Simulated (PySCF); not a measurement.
Isomers of C2H11N3Si3.

All values: PBE0/pcSseg-1 (PySCF) at GFN2-xTB geometries, gas phase, one conformer each.

**Question.** Rank by HOMO energy, lowest first.
A. `[CH3:1][NH:2][Si@@H:3]([C:4]#[N:5])[N:6]([SiH3:7])[SiH3:8]` with C1–N2–Si3–C4 52°, N2–Si3–N6–Si7 139°
B. `[N:1]#[C:2][CH2:3][Si@@H:4]([NH2:5])[Si@H:6]([NH2:7])[SiH3:8]` with C2–C3–Si4–N5 -159°, C3–Si4–N5–H 174° and -49°, C3–Si4–Si6–N7 73°, Si4–Si6–N7–H -53° and 170°
C. `[CH3:1][N:2]([SiH2:3][C:4]#[N:5])[Si@@H:6]([NH2:7])[SiH3:8]` with C1–N2–Si3–C4 8°, C1–N2–Si6–N7 172°, N2–Si6–N7–H -56° and 168°
D. `[N:1]#[C:2][Si@@:3]([NH2:4])([CH2:5][SiH3:6])[NH:7][SiH3:8]` with C2–Si3–N4–H 75° and -62°, C2–Si3–C5–Si6 -59°, C2–Si3–N7–Si8 -52°
E. `[N:1]#[C:2][CH2:3][Si@@H:4]([NH:5][SiH3:6])[SiH2:7][NH2:8]` with C2–C3–Si4–N5 -62°, C3–Si4–N5–Si6 -56°, C3–Si4–Si7–N8 119°, Si4–Si7–N8–H 50° and -172°

**Answer.** D (-7.71 eV), E (-7.47 eV), A (-7.32 eV), C (-7.08 eV), B (-6.93 eV).

**Question.** Rank by the lowest Hirshfeld charge on any atom, highest value first.
A. `[N:1]#[C:2][CH2:3][Si@@H:4]([NH2:5])[Si@H:6]([NH2:7])[SiH3:8]` with C2–C3–Si4–N5 -159°, C3–Si4–N5–H 174° and -49°, C3–Si4–Si6–N7 73°, Si4–Si6–N7–H -53° and 170°
B. `[N:1]#[C:2][CH2:3][Si@@H:4]([NH:5][SiH3:6])[SiH2:7][NH2:8]` with C2–C3–Si4–N5 -62°, C3–Si4–N5–Si6 -56°, C3–Si4–Si7–N8 119°, Si4–Si7–N8–H 50° and -172°
C. `[CH3:1][NH:2][Si@@H:3]([C:4]#[N:5])[N:6]([SiH3:7])[SiH3:8]` with C1–N2–Si3–C4 52°, N2–Si3–N6–Si7 139°
D. `[CH3:1][N:2]([SiH3:3])[SiH2:4][Si@@H:5]([NH2:6])[C:7]#[N:8]` with C1–N2–Si4–Si5 171°, N2–Si4–Si5–N6 -171°, Si4–Si5–N6–H 39° and -179°

**Answer.** D (-0.310 e), A (-0.320 e), B (-0.330 e), C (-0.341 e).

**Question.** Rank by LUMO energy, highest first.
A. `[N:1]#[C:2][Si@@:3]([NH2:4])([CH2:5][SiH3:6])[NH:7][SiH3:8]` with C2–Si3–N4–H 75° and -62°, C2–Si3–C5–Si6 -59°, C2–Si3–N7–Si8 -52°
B. `[CH:1]#[C:2][Si:3]([NH2:4])([NH2:5])[N:6]([SiH3:7])[SiH3:8]` with C2–Si3–N4–H 51° and -176°, C2–Si3–N5–H -155° and 67°, C2–Si3–N6–Si7 90°
C. `[N:1]#[C:2][CH2:3][Si@@H:4]([NH2:5])[Si@@H:6]([NH2:7])[SiH3:8]` with C2–C3–Si4–N5 -165°, C3–Si4–N5–H 176° and -46°, C3–Si4–Si6–N7 69°, Si4–Si6–N7–H 173° and -47°
D. `[N:1]#[C:2][CH2:3][Si@@H:4]([NH2:5])[Si@H:6]([NH2:7])[SiH3:8]` with C2–C3–Si4–N5 -159°, C3–Si4–N5–H 174° and -49°, C3–Si4–Si6–N7 73°, Si4–Si6–N7–H -53° and 170°
E. `[CH3:1][N:2]([SiH3:3])[SiH2:4][Si@@H:5]([NH2:6])[C:7]#[N:8]` with C1–N2–Si4–Si5 171°, N2–Si4–Si5–N6 -171°, Si4–Si5–N6–H 39° and -179°
F. `[CH3:1][NH:2][Si@@H:3]([C:4]#[N:5])[N:6]([SiH3:7])[SiH3:8]` with C1–N2–Si3–C4 52°, N2–Si3–N6–Si7 139°

**Answer.** B (0.14 eV), A (-0.37 eV), F (-0.63 eV), D (-0.76 eV), C (-0.97 eV), E (-1.20 eV).

All values together:

```json
{"SMILES": "N#CC[Si@@H](N)[Si@H](N)[SiH3]", "μ (D)": "3.90", "HOMO (eV)": "-6.93", "LUMO (eV)": "-0.76", "lowest IAO charge (e)": "-0.847 (N)", "highest IAO charge (e)": "+0.784 (Si)", "lowest Hirshfeld charge (e)": "-0.320 (N)", "highest Hirshfeld charge (e)": "+0.325 (Si)"}
{"SMILES": "CN([SiH2]C#N)[Si@@H](N)[SiH3]", "μ (D)": "4.59", "HOMO (eV)": "-7.08", "LUMO (eV)": "-0.70", "lowest IAO charge (e)": "-0.838 (N)", "highest IAO charge (e)": "+0.892 (Si)", "lowest Hirshfeld charge (e)": "-0.306 (N)", "highest Hirshfeld charge (e)": "+0.404 (Si)"}
{"SMILES": "CN[Si@@H](C#N)N([SiH3])[SiH3]", "μ (D)": "4.16", "HOMO (eV)": "-7.32", "LUMO (eV)": "-0.63", "lowest IAO charge (e)": "-1.030 (N)", "highest IAO charge (e)": "+1.123 (Si)", "lowest Hirshfeld charge (e)": "-0.341 (N)", "highest Hirshfeld charge (e)": "+0.447 (Si)"}
{"SMILES": "N#CC[Si@@H](N[SiH3])[SiH2]N", "μ (D)": "4.23", "HOMO (eV)": "-7.47", "LUMO (eV)": "-0.67", "lowest IAO charge (e)": "-0.926 (N)", "highest IAO charge (e)": "+0.748 (Si)", "lowest Hirshfeld charge (e)": "-0.330 (N)", "highest Hirshfeld charge (e)": "+0.356 (Si)"}
{"SMILES": "N#CC[Si@@H](N)[Si@@H](N)[SiH3]", "μ (D)": "3.73", "HOMO (eV)": "-7.18", "LUMO (eV)": "-0.97", "lowest IAO charge (e)": "-0.844 (N)", "highest IAO charge (e)": "+0.786 (Si)", "lowest Hirshfeld charge (e)": "-0.322 (N)", "highest Hirshfeld charge (e)": "+0.323 (Si)"}
{"SMILES": "CN[SiH2]N([SiH3])[SiH2]C#N", "μ (D)": "3.47", "HOMO (eV)": "-7.10", "LUMO (eV)": "-0.72", "lowest IAO charge (e)": "-1.037 (N)", "highest IAO charge (e)": "+1.009 (Si)", "lowest Hirshfeld charge (e)": "-0.343 (N)", "highest Hirshfeld charge (e)": "+0.411 (Si)"}
{"SMILES": "CN([SiH3])[SiH2][Si@@H](N)C#N", "μ (D)": "3.51", "HOMO (eV)": "-7.10", "LUMO (eV)": "-1.20", "lowest IAO charge (e)": "-0.824 (N)", "highest IAO charge (e)": "+0.750 (Si)", "lowest Hirshfeld charge (e)": "-0.310 (N)", "highest Hirshfeld charge (e)": "+0.349 (Si)"}
{"SMILES": "N#C[Si@@](N)(C[SiH3])N[SiH3]", "μ (D)": "4.02", "HOMO (eV)": "-7.71", "LUMO (eV)": "-0.37", "lowest IAO charge (e)": "-0.940 (N)", "highest IAO charge (e)": "+1.258 (Si)", "lowest Hirshfeld charge (e)": "-0.330 (N)", "highest Hirshfeld charge (e)": "+0.470 (Si)"}
{"SMILES": "C#C[Si](N)(N)N([SiH3])[SiH3]", "μ (D)": "1.37", "HOMO (eV)": "-7.31", "LUMO (eV)": "0.14", "lowest IAO charge (e)": "-1.050 (N)", "highest IAO charge (e)": "+1.343 (Si)", "lowest Hirshfeld charge (e)": "-0.350 (N)", "highest Hirshfeld charge (e)": "+0.471 (Si)"}
```

Conformers: `[N:1]#[C:2][CH2:3][Si@@H:4]([NH2:5])[Si@H:6]([NH2:7])[SiH3:8]` with C2–C3–Si4–N5 -159°, C3–Si4–N5–H 174° and -49°, C3–Si4–Si6–N7 73°, Si4–Si6–N7–H -53° and 170°; `[CH3:1][N:2]([SiH2:3][C:4]#[N:5])[Si@@H:6]([NH2:7])[SiH3:8]` with C1–N2–Si3–C4 8°, C1–N2–Si6–N7 172°, N2–Si6–N7–H -56° and 168°; `[CH3:1][NH:2][Si@@H:3]([C:4]#[N:5])[N:6]([SiH3:7])[SiH3:8]` with C1–N2–Si3–C4 52°, N2–Si3–N6–Si7 139°; `[N:1]#[C:2][CH2:3][Si@@H:4]([NH:5][SiH3:6])[SiH2:7][NH2:8]` with C2–C3–Si4–N5 -62°, C3–Si4–N5–Si6 -56°, C3–Si4–Si7–N8 119°, Si4–Si7–N8–H 50° and -172°; `[N:1]#[C:2][CH2:3][Si@@H:4]([NH2:5])[Si@@H:6]([NH2:7])[SiH3:8]` with C2–C3–Si4–N5 -165°, C3–Si4–N5–H 176° and -46°, C3–Si4–Si6–N7 69°, Si4–Si6–N7–H 173° and -47°; `[CH3:1][NH:2][SiH2:3][N:4]([SiH3:5])[SiH2:6][C:7]#[N:8]` with C1–N2–Si3–N4 -178°, N2–Si3–N4–Si5 -129°, Si3–N4–Si6–C7 -115°; `[CH3:1][N:2]([SiH3:3])[SiH2:4][Si@@H:5]([NH2:6])[C:7]#[N:8]` with C1–N2–Si4–Si5 171°, N2–Si4–Si5–N6 -171°, Si4–Si5–N6–H 39° and -179°; `[N:1]#[C:2][Si@@:3]([NH2:4])([CH2:5][SiH3:6])[NH:7][SiH3:8]` with C2–Si3–N4–H 75° and -62°, C2–Si3–C5–Si6 -59°, C2–Si3–N7–Si8 -52°; `[CH:1]#[C:2][Si:3]([NH2:4])([NH2:5])[N:6]([SiH3:7])[SiH3:8]` with C2–Si3–N4–H 51° and -176°, C2–Si3–N5–H -155° and 67°, C2–Si3–N6–Si7 90°.
